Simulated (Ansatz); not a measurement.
Basis sets compared for SiCl3(NHEt) (C2H6Cl3NSi). Charge 0, multiplicity 1. Geometry r2SCAN-D4/def2-SVP. Ansatz on 4 threads of Arm Neoverse V2 on a shared host; times are rough, and most runs start from earlier orbitals.

```xyz
13

C    -0.5804    0.6274    0.6010
C    -0.6199   -0.4823    1.6446
Cl    2.6047    0.2756   -2.4971
Cl    0.4723   -2.1773   -1.7603
Cl   -0.7174    0.6147   -3.0133
N     0.6170    0.6043   -0.2361
Si    0.7334   -0.1268   -1.7604
H     1.4877    0.7944    0.2545
H    -0.6562    1.6159    1.0884
H    -1.4571    0.5560   -0.0655
H    -0.5901   -1.4723    1.1636
H    -1.5364   -0.4174    2.2526
H     0.2424   -0.4122    2.3281
```

Binding counts from free atoms (C triplet, Cl doublet, N quartet, Si triplet, H doublet) in the same basis, without a counterpoise term.

```json
{"level": "HF/STO-3G", "functions": "57", "energy (Eh)": "-1781.5881", "HOMO (eV)": "-9.47", "LUMO (eV)": "6.25", "binding per atom (eV)": "3.31", "wall time": "0.25 s"}
{"level": "PBE-D4/def2-SVP", "functions": "144", "energy (Eh)": "-1803.3530", "HOMO (eV)": "-6.06", "LUMO (eV)": "-0.53", "binding per atom (eV)": "3.93", "wall time": "1.8 s"}
{"level": "PBE0-D4/def2-SVP", "functions": "144", "energy (Eh)": "-1803.5186", "HOMO (eV)": "-7.54", "LUMO (eV)": "0.47", "binding per atom (eV)": "3.87", "wall time": "2.7 s"}
```

Q: Estimate the rows for HF/def2-TZVP, PBE-D4/def2-TZVP (with forces), PBE0-D4/def2-TZVP.

A: 
| level | functions | energy (Eh) | HOMO (eV) | LUMO (eV) | binding per atom (eV) | wall time |
| --- | --- | --- | --- | --- | --- | --- |
| HF/def2-TZVP | 277 | -1801.4092 | -11.02 | 3.38 | 2.81 | 5 s |
| PBE-D4/def2-TZVP (with forces) | 277 | -1804.0926 | -6.22 | -0.97 | 3.92 | 4.4 s |
| PBE0-D4/def2-TZVP | 277 | -1804.2487 | -7.62 | 0.05 | 3.86 | 7 s |
